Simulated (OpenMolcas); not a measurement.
# Tm2+ in octahedral coordination: ligands and hosts compared

```
Program             : OpenMolcas 26.06
Method              : CASSCF
Active space        : 13 electrons in 7 orbitals (4f)
Spin-orbit coupling : state interaction with AMFI integrals over the reference wave functions
```

Distances were set from a Shannon-type radius of the metal (high-spin where two are listed) plus a fixed donor radius (Br 1.91, Cl 1.76, H2O 1.36, F 1.31, O 1.38 Å), in hosts weighted 0.65 to 0.35 with the host's distance in the model lattice. Anionic complexes are neutralised by point charges, and hosts are embedded clusters. Ligand basis ANO-RCC-VDZP. States (labels of the rotation group of each site). Energies in cm-1 above the lowest state or level, χT in cm3 K/mol; under a threefold ground state the first gap can be a small split of the lowest multiplet, not the spin-orbit step.

```json
{"Ligand or host": "Br", "R (Å)": "2.94", "Metal basis": "ANO-RCC-VDZP", "Outer charge (e at Å behind ligand)": "0.67 at 3.2", "Ground state": "2T1", "First state of that spin": "2T2 60.0", "First gap with spin-orbit (degeneracies)": "36.4 (2, 4)", "Width of lowest J": "62", "χT at 300 K": "2.568"}
{"Ligand or host": "CsCaBr3", "R (Å)": "2.907", "Metal basis": "ANO-RCC-VDZP", "Outer charge (e at Å behind ligand)": "", "Ground state": "2T1", "First state of that spin": "2T2 63.9", "First gap with spin-orbit (degeneracies)": "37.9 (2, 4)", "Width of lowest J": "68", "χT at 300 K": "2.567"}
{"Ligand or host": "Cs2NaYCl6", "R (Å)": "2.73", "Metal basis": "ANO-RCC-VDZP", "Outer charge (e at Å behind ligand)": "", "Ground state": "2T1", "First state of that spin": "2T2 110.4", "First gap with spin-orbit (degeneracies)": "67.8 (2, 4)", "Width of lowest J": "132", "χT at 300 K": "2.554"}
{"Ligand or host": "H2O", "R (Å)": "2.39", "Metal basis": "ANO-RCC-VDZP", "Outer charge (e at Å behind ligand)": "", "Ground state": "2T1", "First state of that spin": "2T2 267.8", "First gap with spin-orbit (degeneracies)": "163.9 (2, 4)", "Width of lowest J": "310", "χT at 300 K": "2.485"}
{"Ligand or host": "CsCaF3", "R (Å)": "2.313", "Metal basis": "ANO-RCC-VDZP", "Outer charge (e at Å behind ligand)": "", "Ground state": "2T1", "First state of that spin": "2T2 357.1", "First gap with spin-orbit (degeneracies)": "224.1 (2, 4)", "Width of lowest J": "481", "χT at 300 K": "2.406"}
{"Ligand or host": "NaF", "R (Å)": "2.332", "Metal basis": "ANO-RCC-VDZP", "Outer charge (e at Å behind ligand)": "", "Ground state": "2T1", "First state of that spin": "2T2 374.8", "First gap with spin-orbit (degeneracies)": "234.4 (2, 4)", "Width of lowest J": "501", "χT at 300 K": "2.394"}
{"Ligand or host": "SrO", "R (Å)": "2.47", "Metal basis": "ANO-RCC-VDZP", "Outer charge (e at Å behind ligand)": "", "Ground state": "2T1", "First state of that spin": "2T2 350.3", "First gap with spin-orbit (degeneracies)": "216.2 (2, 4)", "Width of lowest J": "503", "χT at 300 K": "2.406"}
{"Ligand or host": "Cs2NaYF6", "R (Å)": "2.283", "Metal basis": "ANO-RCC-VDZP", "Outer charge (e at Å behind ligand)": "", "Ground state": "2T1", "First state of that spin": "2T2 390.1", "First gap with spin-orbit (degeneracies)": "243.1 (2, 4)", "Width of lowest J": "529", "χT at 300 K": "2.379"}
{"Ligand or host": "CaO", "R (Å)": "2.408", "Metal basis": "ANO-RCC-VDZP", "Outer charge (e at Å behind ligand)": "", "Ground state": "2T1", "First state of that spin": "2T2 420.8", "First gap with spin-orbit (degeneracies)": "256.7 (2, 4)", "Width of lowest J": "593", "χT at 300 K": "2.350"}
```

The rows also differ in their outer charges, so part of each step comes from that.

The width of the lowest J multiplet rises in the order Br < CsCaBr3 < Cs2NaYCl6 < H2O < CsCaF3 < NaF < SrO < Cs2NaYF6 < CaO, by a factor of 9.56 from first to last.

Without dynamic correlation the ligand-field splitting of an f shell can come out too small, at times by half. No measured value stands beside these numbers; the geometry is a model, was not optimised and need not be the one that this ion takes.
